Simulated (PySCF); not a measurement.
Si(H)3(NHMe) (CH7NSi), SMILES CN[SiH3]. Geometry optimised at B3LYP-D3(BJ)/def2-SVP.

### Question
Give the equilibrium geometry at B3LYP-D3(BJ)/def2-SVP (PySCF confirms it by a frequency run) as bond lengths and angles. (An estimate is asked for; the answer gives what the named calculation found.)

### Answer

Atoms: Si1 N2 C3 H4 H5 H6 H7 H8 H9 H10. Bonded distances (Å): Si1–N2 1.734, Si1–H4 1.491, Si1–H5 1.493, Si1–H6 1.502, N2–C3 1.451, N2–H7 1.015, C3–H8 1.109, C3–H9 1.104, C3–H10 1.103. Bond angles (°): N2–Si1–H4 107.2, N2–Si1–H5 108.9, N2–Si1–H6 115.8, H4–Si1–H5 110.8, H4–Si1–H6 107.7, H5–Si1–H6 106.6, Si1–N2–C3 124.3, Si1–N2–H7 117.2, C3–N2–H7 113.7, N2–C3–H8 114.2, N2–C3–H9 111.2, N2–C3–H10 109.8, H8–C3–H9 107.5, H8–C3–H10 107.0, H9–C3–H10 106.8.
Charge 0, spin multiplicity 1.
